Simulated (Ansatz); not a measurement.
Ansatz (a quantum-chemistry and plane-wave program) input:

Ansatz 0.2 input:
```yaml
crystal:
  periodic: [false, false, false]
  atoms:
    - {symbol: C, position_ang: [-2.74686812, 0.77785757, 0.31651423]}
    - {symbol: C, position_ang: [-1.82125064, -0.25127994, -0.17584405]}
    - {symbol: C, position_ang: [-0.39514806, -0.05252477, 0.40294322]}
    - {symbol: C, position_ang: [0.56387363, -1.09571825, -0.14121032]}
    - {symbol: S, position_ang: [2.22712860, -0.97516717, 0.59783313]}
    - {symbol: C, position_ang: [2.84375601, 0.51579337, -0.23409235]}
    - {symbol: H, position_ang: [-2.77099146, 1.74785521, -0.14157838]}
    - {symbol: H, position_ang: [-3.26704544, 0.64368633, 1.24462069]}
    - {symbol: H, position_ang: [-1.74484039, -0.20743936, -1.26624552]}
    - {symbol: H, position_ang: [-2.16449868, -1.24769320, 0.11218102]}
    - {symbol: H, position_ang: [-0.04925127, 0.94967360, 0.14320958]}
    - {symbol: H, position_ang: [-0.43458138, -0.12723460, 1.49082523]}
    - {symbol: H, position_ang: [0.67545988, -1.01508425, -1.22338680]}
    - {symbol: H, position_ang: [0.22240629, -2.10062361, 0.10642518]}
    - {symbol: H, position_ang: [3.89096965, 0.60793886, 0.03322796]}
    - {symbol: H, position_ang: [2.29846769, 1.38951892, 0.11015629]}
    - {symbol: H, position_ang: [2.74364661, 0.39607231, -1.30922375]}
basis:
  gaussian:
    orbitals: def2-TZVP
hamiltonian:
  xc: b3lyp
  dispersion: d3bj
magnetization: {spin_polarized: true, initial_magnetization: 1}
relax: {f_tol: 0.002, max_steps: 150}
```

### Question
What final total energy does it print?

### Answer
-595.41562 Eh (B3LYP-D3(BJ)/def2-TZVP). The basis has 258 functions.

It need not be the lowest isomer of its formula.
